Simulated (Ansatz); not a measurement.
System: SnHF2, charge 0, doublet. SnHF2 (SMILES [F][SnH][F], doublet).
B3LYP-D3(BJ)/def2-TZVP minimum from Ansatz (an electronic-structure program):
```xyz
4

Sn    -0.0282    -0.3041     0.0423
F      1.5470     0.7177    -0.4300
F     -1.3304     1.0942     0.3551
H     -0.5380    -1.1044    -1.4422
```
Charge 0, spin multiplicity 2.

Quantity: atomisation energy (electronic, to ground-state atoms), in kJ/mol. UHF or UKS for unpaired electrons; spin-orbit terms are left out. Correlated methods leave the cores frozen (noble-gas shells, and filled d and f shells in the p block). Past Kr the def2 sets carry scalar-relativistic core potentials. CBS(X,Y): correlation extrapolated as X^-3, Hartree-Fock from the larger set. A bracket is a step between two methods taken in the basis named. For partners of very few electrons the exact lower level stands in for a higher one. Spin-orbit terms, left out, reach several kcal/mol for Br and I, and more for heavier atoms.

CCSD(T)/CBS(def2-TZVPP,def2-QZVPP) + [CCSDT(Q) - CCSD(T)]/def2-SVP (Ansatz) gives 1134.9 kJ/mol.

Q: What does PBE/def2-TZVPD (Ansatz) give here, and how do the other levels compare?

A: PBE gives 1138.7 kJ/mol, 3.8 kJ/mol above it. Differences of the others: B3LYP/def2-TZVPD (Ansatz) -44.8; B2PLYP/def2-TZVPD (Ansatz) -35.7; CCSD(T)/CBS(def2-TZVPP,def2-QZVPP) (Ansatz) -3.7 kJ/mol.
